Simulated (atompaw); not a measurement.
**An all-electron radial function and its pseudo partner (chromium)**

Columns: radius, all-electron u(r) and pseudo u(r) of the 3d shell (level -4.28 eV) of chromium in the configuration [Ne] 3s2 3p6 3d5 4s0 4p1; PBEsol, scalar-relativistic, PAW (atompaw) scheme, atompaw 4.2.0.5.

| r (bohr) | all-electron | pseudo |
| --- | --- | --- |
| 0.062 | 0.0142 | 0.0015 |
| 0.123 | 0.0728 | 0.0111 |
| 0.185 | 0.1682 | 0.0362 |
| 0.246 | 0.2778 | 0.0804 |
| 0.308 | 0.3898 | 0.1466 |
| 0.369 | 0.4910 | 0.2307 |
| 0.431 | 0.5797 | 0.3300 |
| 0.492 | 0.6517 | 0.4340 |
| 0.554 | 0.7093 | 0.5374 |
| 0.615 | 0.7514 | 0.6285 |
| 0.677 | 0.7810 | 0.7036 |
| 0.738 | 0.7988 | 0.7568 |
| 0.800 | 0.8076 | 0.7892 |
| 0.862 | 0.8086 | 0.8028 |
| 0.923 | 0.8037 | 0.8027 |
| 0.985 | 0.7941 | 0.7940 |
| 1.046 | 0.7811 | 0.7811 |
| 1.108 | 0.7652 | 0.7652 |
| 1.169 | 0.7477 | 0.7477 |
| 1.231 | 0.7286 | 0.7286 |
| 1.292 | 0.7089 | 0.7089 |
| 1.354 | 0.6884 | 0.6884 |
| 1.415 | 0.6679 | 0.6679 |
| 1.477 | 0.6471 | 0.6471 |
| 1.538 | 0.6267 | 0.6267 |
| 1.600 | 0.6063 | 0.6063 |

(1) How many radial nodes do the two functions have?

(2) At about which radius was the pseudo-wave matched?

(3) Where does each function peak?

(4) Is the pseudo-wave norm-conserving?

## Answers

(1) The all-electron 3d function has n − l − 1 = 0; the pseudo-wave has 0.

(2) 1.05 bohr. The columns agree to 0.0005 from 0.98 bohr on; several derivatives are matched, so the curves merge somewhat inside the radius.

(3) Outermost all-electron maximum near 0.86 bohr, pseudo maximum near 0.86 bohr (to the table’s step).

(4) No, it belongs to a PAW set: the norm inside the radius is not constrained, and the difference is carried by the augmentation charge.
